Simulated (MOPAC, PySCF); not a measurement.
H4GeS3, SMILES `[SH][GeH]([SH])[SH]`, neutral singlet in the gas phase. 

Z-matrix (Å, degrees):
```
Ge
H 1 1.5352
S 1 2.2185 2 111.52
H 3 1.3449 1 93.22 2 47.23
S 1 2.2195 2 113.69 4 -136.14
H 5 1.3445 1 92.78 2 -80.29
S 1 2.2224 2 104.26 4 101.85
H 7 1.3449 1 93.40 2 -176.86
```
Charge 0, multiplicity 1.

All levels are single points at this geometry (r2SCAN-D4/def2-TZVP); Pople sets use spherical d functions. Orbital energies aren't observables, and empty levels follow the basis.

```csv
level,HOMO (eV),LUMO (eV),gap (eV),dipole (D),"vertical IE, Delta-SCF (eV)"
PBE-D3(BJ)/def2-TZVP in PySCF,-6.24,-1.93,4.31,0.94,–
r2SCAN-D4/def2-TZVP in PySCF,-6.54,-1.72,4.82,1.00,–
B3LYP/6-31G* in PySCF,-7.15,-1.14,6.01,1.22,9.19
B3LYP/LANL2DZ in PySCF,-7.46,-1.27,6.18,1.61,–
M06-2X/6-31G* in PySCF,-8.62,0.23,8.85,1.31,–
PBE/6-31G* in PySCF,-6.19,-1.82,4.38,1.21,8.84
SVWN5/6-31G* in PySCF,-6.27,-2.01,4.26,1.25,8.95
HF/3-21G in PySCF,-10.71,2.54,13.25,1.92,–
HF/6-31G* in PySCF,-10.29,2.80,13.09,1.39,8.95
AM1 in MOPAC,-9.85,-2.42,7.43,1.70,–
PM3 in MOPAC,-9.84,-3.15,6.69,1.50,–
PM6 in MOPAC,-9.55,-1.23,8.32,1.73,–
PM7 in MOPAC,-9.43,-2.45,6.97,1.86,–
```
